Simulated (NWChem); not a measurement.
Molecule: InCl, singlet; SMILES [Cl][In]

Results from NWChem. Low-valent species are run as closed-shell singlets; no triplet was tried in these runs. All runs use the structure optimised with PBE0/def2-SVP. def2 effective core potentials on In; no spin-orbit coupling.

**Question.** Predict the results for KT2/def2-SVP. Quantities: highest occupied level (eV); orbital gap (eV); dipole (D).

**Answer.** 
```
Quantity                     Result
---------------------------  ------
highest occupied level (eV)   -6.22
orbital gap (eV)               3.84
dipole (D)                     2.95
```
